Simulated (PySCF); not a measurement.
# How methods differ on the ionisation energy of Cr+

Cr+ [Ar] 3d5 (6S) → Cr(2+) [Ar] 3d4 (5D), as a difference of total energies. All numbers are calculated (PySCF 2.14, no relativity, point nucleus, in pcseg-2 (6s4p3d2f1g, 56 functions)). Correlated levels: valence: [Ar] frozen. The calculations carry no spin-orbit coupling.

```csv
method,ionisation energy (eV),difference from reference (eV)
UHF,15.066,-1.420
MN15,16.819,+0.333
B3LYP,16.950,+0.464
MP2 (valence),16.017,-0.469
SCS-MP2 (valence),15.383,-1.103
```

Reference: 16.486 eV (measured; NIST Atomic Spectra Database, ionization energies).

These non-relativistic numbers lack the scalar-relativistic shift.

The reference lies between the lowest fine-structure levels, while these numbers refer to the centres of the terms.

Errors of the correlated levels include the incompleteness of this basis and the frozen core.
